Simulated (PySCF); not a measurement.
Simulation results for CH4AlSi, BClHOSi, AlB2FH3, B3H7Si and others

All values are calculated (PySCF 2.14.0). Calculation on a computer-drawn molecule: optimised geometry and harmonic frequencies of an isolated molecule of the commonest isotopes, restricted reference for singlets and unrestricted otherwise, frozen core in MP2.

Common to all runs: basis cc-pV(D+d)Z.

(1) CH4AlSi

Start structure:
```xyz
7
CH4AlSi
Al     0.4487    -1.9976     0.1348
C     -0.2102    -1.0856    -1.4049
Si     0.1888    -1.3013    -3.2320
H      0.9986    -2.6793     1.4045
H     -0.4194    -0.0083    -1.2154
H      0.6857    -2.6118    -3.6538
H     -0.0581    -0.4199    -4.2345
```

It was run with charge 1, multiplicity 1 and method HF.

It finds rotational constants 40.47, 3.149, 2.922 GHz; total energy -570.7552 hartree; convergence status largest gradient component 2.557e-05 hartree/bohr.

Drawn bonds:
| atom | other atom | order |
| --- | --- | --- |
| 1 | 2 | 1 |
| 2 | 3 | 2 |
| 1 | 4 | 1 |
| 2 | 5 | 1 |
| 3 | 6 | 1 |
| 3 | 7 | 1 |

Optimised structure:
```xyz
7
CH4AlSi
Al     0.4728    -1.9396     0.0260
C      0.0012    -0.9488    -1.4437
Si     0.1873    -1.3539    -3.1036
H      0.8736    -2.7821     1.2571
H     -0.4563     0.0207    -1.2381
H      0.7887    -2.6292    -3.5069
H     -0.2332    -0.4709    -4.1921
```

Modes:
| frequency (cm⁻¹) | reduced mass (dalton) |
| --- | --- |
| 161.3 | 2.874 |
| 244.8 | 1.37 |
| 441.4 | 1.206 |
| 463.2 | 1.222 |
| 608 | 1.902 |
| 700 | 1.204 |
| 743.7 | 1.07 |
| 771.7 | 2.302 |
| 997.5 | 1.336 |
| 1036 | 1.07 |
| 1197 | 3.943 |
| 2154 | 1.048 |
| 2399 | 1.031 |
| 2431 | 1.055 |
| 3268 | 1.085 |

(2) BClHOSi

Start structure:
```xyz
5
BClHOSi
O     -0.6642     2.6660    -2.1623
B     -0.3525     1.5689    -1.8933
Si     0.1999    -0.2945    -1.4489
Cl    -0.9959    -1.3840    -0.3625
H      1.4587    -0.8720    -1.9031
```

It was run with charge 1, multiplicity 1 and method MP2.

It finds rotational constants 15.89, 1.979, 1.76 GHz; total energy -848.8150 hartree; convergence status largest gradient component 3.34e-05 hartree/bohr.

Drawn bonds:
| atom | other atom | order |
| --- | --- | --- |
| 1 | 2 | 2 |
| 2 | 3 | 1 |
| 3 | 4 | 1 |
| 3 | 5 | 1 |

Optimised structure:
```xyz
5
BClHOSi
O     -0.6746     2.6924    -2.1672
B     -0.3452     1.5537    -1.8911
Si     0.1997    -0.2883    -1.4511
Cl    -0.9957    -1.3909    -0.3599
H      1.4618    -0.8824    -1.9007
```

Modes:
| frequency (cm⁻¹) | reduced mass (dalton) |
| --- | --- |
| 112 | 15.75 |
| 226.4 | 4.921 |
| 338.1 | 10.59 |
| 525.6 | 13.18 |
| 558.8 | 1.401 |
| 706.7 | 4.974 |
| 823.8 | 1.3 |
| 1913 | 12.34 |
| 2388 | 1.045 |

(3) AlB2FH3

Start structure:
```xyz
7
AlB2FH3
B     -0.2182     2.3588    -0.6668
B     -0.3335     0.9718    -0.3082
Al     0.4633     1.9654     1.3905
F      2.0985     1.8589     1.6797
H     -0.0387     3.5274    -1.0978
H     -0.5178    -0.1929    -0.2160
H     -0.1788     2.3806     2.6682
```

Settings of this run: charge 0, multiplicity 2 and method HF.

It finds rotational constants 10.66, 3.943, 2.878 GHz; total energy -392.4658 hartree; spin squared 0.757; convergence status largest gradient component 2.467e-05 hartree/bohr.

Drawn bonds:
| atom | other atom | order |
| --- | --- | --- |
| 1 | 2 | 1 |
| 2 | 3 | 1 |
| 3 | 4 | 1 |
| 1 | 5 | 1 |
| 2 | 6 | 1 |
| 3 | 7 | 1 |

Optimised structure:
```xyz
7
AlB2FH3
B     -0.0322     2.3030    -1.1425
B     -0.4377     1.2421    -0.0692
Al     0.5471     1.7520     1.7637
F      1.5185     3.1060     1.7491
H      0.3551     3.1686    -1.8485
H     -1.1552     0.2893    -0.1551
H      0.4793     1.0091     3.1522
```

Modes:
| frequency (cm⁻¹) | reduced mass (dalton) |
| --- | --- |
| 58.35 | 2.31 |
| 88.72 | 3.956 |
| 218.8 | 4.84 |
| 441 | 1.217 |
| 524.8 | 3.835 |
| 591.2 | 1.157 |
| 621.2 | 1.656 |
| 667.8 | 1.223 |
| 744.9 | 1.287 |
| 835.1 | 5.814 |
| 913.2 | 1.478 |
| 1161 | 5.7 |
| 2001 | 1.044 |
| 2742 | 1.096 |
| 2888 | 1.112 |

(4) B3H7Si

Start structure:
```xyz
11
B3H7Si
B     -2.3075    -0.3258    -1.2286
Si    -1.8974    -0.7452     0.5978
B     -3.1979     0.2717     1.6726
B     -0.1260     0.0230     1.0063
H     -2.4959    -1.1278    -1.9741
H     -2.2149     0.8169    -1.5588
H     -2.0206    -2.2262     0.9068
H     -3.9462    -0.3296     2.4195
H     -3.3359     1.3571     1.6119
H      0.0992     1.1144     0.8480
H      0.7411    -0.6495     1.4214
```

Settings of this run: charge 0, multiplicity 1 and method HF.

The calculation gives: rotational constants 5.16, 5.145, 3.242 GHz; total energy -366.9653 hartree; convergence status largest gradient component 3.096e-05 hartree/bohr.

Drawn bonds:
| atom | other atom | order |
| --- | --- | --- |
| 1 | 2 | 1 |
| 2 | 3 | 1 |
| 2 | 4 | 1 |
| 1 | 5 | 1 |
| 1 | 6 | 1 |
| 2 | 7 | 1 |
| 3 | 8 | 1 |
| 3 | 9 | 1 |
| 4 | 10 | 1 |
| 4 | 11 | 1 |

Optimised structure:
```xyz
11
B3H7Si
B     -2.2960    -0.3297    -1.3241
Si    -1.9057    -0.7868     0.6282
B     -3.2634     0.2471     1.7512
B     -0.0698    -0.0035     1.0620
H     -2.5428    -1.1655    -2.1490
H     -2.2825     0.8175    -1.6781
H     -1.9653    -2.2517     0.8841
H     -4.0148    -0.2907     2.5166
H     -3.3263     1.4420     1.6526
H      0.1297     1.1684     0.8933
H      0.8348    -0.6681     1.4861
```

Modes:
| frequency (cm⁻¹) | reduced mass (dalton) |
| --- | --- |
| 101.2 | 1.589 |
| 101.4 | 1.591 |
| 127 | 1.016 |
| 187.3 | 2.459 |
| 200.9 | 1.443 |
| 201.2 | 1.443 |
| 565.8 | 1.145 |
| 566.3 | 1.143 |
| 578.2 | 3.317 |
| 645.1 | 4.156 |
| 645.9 | 4.165 |
| 757.2 | 1.572 |
| 870.1 | 1.17 |
| 870.9 | 1.171 |
| 878.9 | 1.277 |
| 985.4 | 1.389 |
| 985.7 | 1.389 |
| 1249 | 1.137 |
| 1249 | 1.137 |
| 1264 | 1.144 |
| 2269 | 1.04 |
| 2666 | 1.051 |
| 2667 | 1.051 |
| 2678 | 1.054 |
| 2750 | 1.126 |
| 2751 | 1.126 |
| 2755 | 1.125 |

(5) CH7BOSi

Start structure:
```xyz
11
CH7BOSi
C     -0.8424     0.2794     1.8434
Si     0.0662     0.3621     0.1244
B     -1.1085    -0.2249    -1.3569
O     -1.4307     0.5546    -2.3945
H     -0.1304     0.5810     2.6326
H     -1.7034     0.9077     1.8524
H     -1.1210    -0.7654     2.0442
H      1.3153    -0.4035     0.2676
H      0.4923     1.7340    -0.0091
H     -1.6008    -1.3005    -1.4153
H     -1.0848     1.4969    -2.4092
```

It was run with charge 0, multiplicity 1 and method HF.

It finds rotational constants 14.14, 2.574, 2.39 GHz; total energy -430.4732 hartree; convergence status largest gradient component 1.432e-05 hartree/bohr.

Drawn bonds:
| atom | other atom | order |
| --- | --- | --- |
| 1 | 2 | 1 |
| 2 | 3 | 1 |
| 3 | 4 | 1 |
| 1 | 5 | 1 |
| 1 | 6 | 1 |
| 1 | 7 | 1 |
| 2 | 8 | 1 |
| 2 | 9 | 1 |
| 3 | 10 | 1 |
| 4 | 11 | 1 |

Optimised structure:
```xyz
11
CH7BOSi
C     -0.8051     0.2428     1.8629
Si     0.0466     0.4279     0.1872
B     -1.1519    -0.1888    -1.3644
O     -1.3859     0.5426    -2.4747
H     -0.1401     0.5453     2.6757
H     -1.7069     0.8588     1.9172
H     -1.0967    -0.7971     2.0333
H      1.2950    -0.3844     0.1829
H      0.4550     1.8506    -0.0095
H     -1.7016    -1.2610    -1.3397
H     -0.9565     1.3846    -2.4914
```

Modes:
| frequency (cm⁻¹) | reduced mass (dalton) |
| --- | --- |
| 53.85 | 2.634 |
| 154.8 | 1.719 |
| 175.4 | 1.355 |
| 274.2 | 2.379 |
| 464.6 | 1.45 |
| 575.5 | 1.362 |
| 621 | 1.775 |
| 713 | 2.787 |
| 736.5 | 1.451 |
| 774 | 1.33 |
| 921.3 | 1.311 |
| 952.6 | 1.248 |
| 966.5 | 1.277 |
| 1024 | 1.054 |
| 1086 | 1.127 |
| 1257 | 1.371 |
| 1390 | 1.255 |
| 1394 | 5.088 |
| 1556 | 1.051 |
| 1558 | 1.05 |
| 2244 | 1.044 |
| 2268 | 1.036 |
| 2666 | 1.092 |
| 3168 | 1.035 |
| 3249 | 1.102 |
| 3255 | 1.102 |
| 4155 | 1.067 |

(6) BFH3OSi

Start structure:
```xyz
7
BFH3OSi
O     -0.1673     1.9848    -1.3576
B      0.0009     0.8102    -1.0335
Si     0.2599    -1.2162    -0.5642
F      0.7701    -1.0958     0.9385
H     -0.1285     2.9073    -1.1170
H      1.2947    -1.6945    -1.4734
H     -1.0689    -1.8087    -0.6618
```

It was run with charge 1, multiplicity 1 and method MP2.

Drawn bonds:
| atom | other atom | order |
| --- | --- | --- |
| 1 | 2 | 1 |
| 2 | 3 | 1 |
| 3 | 4 | 1 |
| 1 | 5 | 1 |
| 3 | 6 | 1 |
| 3 | 7 | 1 |

## Withheld values
1. What total energy does the calculation give for BFH3OSi (entry 6)?
2. BFH3OSi (entry 6): rotational constants?

Answers
1. -490.0181 hartree
2. 15.95, 2.697, 2.375 GHz

Further results for BFH3OSi (entry 6):

* convergence status largest gradient component: 1.613e-05 hartree/bohr

Optimised structure:
```xyz
7
BFH3OSi
O     -0.1414     1.9945    -1.2811
B      0.0158     0.7993    -0.9917
Si     0.2632    -1.2245    -0.5557
F      0.7838    -1.1632     0.9688
H     -0.1729     2.9647    -1.2377
H      1.2901    -1.6847    -1.4923
H     -1.0777    -1.7990    -0.6793
```

Modes:
| frequency (cm⁻¹) | reduced mass (dalton) |
| --- | --- |
| 60.87 | 1.347 |
| 128.4 | 11.46 |
| 153.3 | 1.143 |
| 243.9 | 2.222 |
| 361.1 | 7.365 |
| 452.2 | 8.175 |
| 613.8 | 1.474 |
| 717.7 | 1.103 |
| 871.3 | 1.527 |
| 908.3 | 2.01 |
| 959.6 | 1.338 |
| 1819 | 8.795 |
| 2372 | 1.027 |
| 2402 | 1.059 |
| 3819 | 1.083 |
